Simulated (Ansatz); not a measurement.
The cluster CoI₂. Charge 0, multiplicity 2. Geometry PBE0-D4/def2-TZVP; atoms count from 1.

```xyz
3

Co    0.0000   -0.0001    0.0000
I    -2.1451   -0.4960    0.9864
I     2.1451    0.4961   -0.9864
```

In the def2 sets I takes a core potential; there is no spin–orbit coupling. The charge 0 doublet is spin-contaminated (final ⟨S²⟩ up to 1.76, 0.75 for a pure state). The geometry of the doublet was relaxed on an unsound state (⟨S²⟩ 1.76, where a pure state has 0.75). At PBE0-D4/def2-TZVP a quartet of charge 0 lies 0.95 eV below the doublet, each at its own geometry. The structure comes from a short search, and lower isomers may exist.

Question: Estimate the Mulliken populations from the PBE0/def2-TZVP orbitals of Ansatz.

Answer: 
```csv
atom,charge (e),spin (α − β),d electrons
Co1,0.36,1.46,7.56
I2,-0.18,-0.23,–
I3,-0.18,-0.23,–
```
Mulliken values and Mayer orders depend strongly on the basis.

Question: Where does the spin sit?

Answer: Summed by element: Co 1.46, I -0.46, of 1 unpaired in all. Largest on single atoms: Co1 1.46, I2 -0.23, I3 -0.23.

Question: And the Mayer bond orders between bonded heavy atoms (over 0.3)?

Answer: Co1–I2 1.22 (2.41 Å); Co1–I3 1.22 (2.41 Å).
